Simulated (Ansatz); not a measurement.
System: germanium monoxide, GeO (charge 0, singlet). SMILES: [O]=[Ge]
Geometry: optimised at B3LYP-D3(BJ)/def2-TZVP (Ansatz, a quantum-chemistry and plane-wave program).

Parts of the frozen-core correlation energy in STO-3G (Ansatz, hartree). Frozen orbitals: 15; correlated occupied orbitals by spin: 5 and 5; virtual: 3 and 3. No spin-orbit coupling. Non-relativistic. The restricted reference is unstable.

```
term                             value
-------------------------  -----------
reference (HF)             -2125.54415
MP2 opposite-spin                  [?]
MP2 same-spin                      [?]
CCSD correlation                   [?]
(T)                           -0.01991
FCI minus CCSD(T)              0.00047
T1 diagnostic                    0.045
largest doubles amplitude        0.152
```

What belongs in the gaps?


- MP2 opposite-spin, value: -0.11571
- MP2 same-spin, value: -0.04438
- CCSD correlation, value: -0.14000
